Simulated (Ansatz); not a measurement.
A run for Ansatz (a program for electronic structure): R-CCSD(T)/cc-pV(D+d)Z on BH5OSi (SMILES BO[SiH3]), a point of a torsion scan. Files ending in .json are basis or fitting sets from the Basis Set Exchange.

Ansatz 0.2 input:
```yaml
crystal:
  periodic: [false, false, false]
  atoms:
    - {symbol: B, position_ang: [1.56369730, -0.25205016, 0.31407493]}
    - {symbol: O, position_ang: [0.27141273, -0.03294570, 0.35334461]}
    - {symbol: Si, position_ang: [-1.23601079, 0.14859028, -0.19420372]}
    - {symbol: H, position_ang: [2.07387837, -0.65816079, -0.67060025]}
    - {symbol: H, position_ang: [2.20036999, -0.04360583, 1.28370911]}
    - {symbol: H, position_ang: [-1.42352674, -0.45842189, -1.51566595]}
    - {symbol: H, position_ang: [-2.05119953, -0.52884934, 0.81202766]}
    - {symbol: H, position_ang: [-1.43283385, 1.59577120, -0.24424607]}
basis:
  gaussian:
    orbitals: cc-pV_D+d_Z.json
magnetization: {spin_polarized: false}
correlation: {method: ccsd_t, electrons: outside_noble_gas}
scf: {lower_state_search: off}
```

The log:

```
WARN ansatz: RAYON_NUM_THREADS=1 ignored (pool sized by the plan → 1); use --threads N
Functional definition: HF
these checks for a lower state are left out or cut short: stability, starts, cluster_reference, orbital_swaps, neighbouring_geometries, increment
integrals: 0.06 GiB planned
728 factors; integrals over basis functions are off by at most 9.7e-4 eV
mean field: 0.14 GiB planned
mean field evaluation 1: about -10650.0160 eV, gradient 3.0e1 eV
mean field evaluation 2: about -10650.0179 eV, gradient 3.0e1 eV
mean field evaluation 4: about -10652.1414 eV, gradient 2.8e0 eV
mean field evaluation 8: about -10652.1695 eV, gradient 2.7e-4 eV
mean field -10652.16950818 eV, -391.4600091259 hartree, gradient 2.1e-6 eV, S^2 0.000000; 0 other end points of the search recorded, 0 dependent functions left out
7 core orbitals not correlated
reference -10652.16950818 eV, -391.4600091259 hartree; 9, 9 occupied and 60, 60 virtual orbitals, 728 factors
second order -10.02161552 eV of doubles, -0.00000000 eV of singles
coupled cluster: 0.18 GiB planned
cycle   1  -10.69487173 eV  change   -6.7e-1 eV  update   8.5e-2
cycle   2  -11.05477346 eV  change   -3.6e-1 eV  update   2.4e-2
cycle   3  -11.13465873 eV  change   -8.0e-2 eV  update   1.3e-2
cycle   4  -11.12764125 eV  change    7.0e-3 eV  update   3.6e-3
cycle   5  -11.12808948 eV  change   -4.5e-4 eV  update   1.2e-3
cycle   6  -11.12811619 eV  change   -2.7e-5 eV  update   3.4e-4
cycle   7  -11.12800211 eV  change    1.1e-4 eV  update   1.0e-4
cycle   8  -11.12801852 eV  change   -1.6e-5 eV  update   3.0e-5
cycle   9  -11.12802752 eV  change   -9.0e-6 eV  update   8.0e-6
perturbative correction -0.23982715 eV, -0.0088134850 hartree
Total energy: -10663.53736285 eV, -391.8777700796 hartree
Checks for a lower state left out: stability, starts, cluster_reference, orbital_swaps, neighbouring_geometries, increment
```

The calculation finished and met its thresholds.

Cost: roughly 2.5 core-seconds.
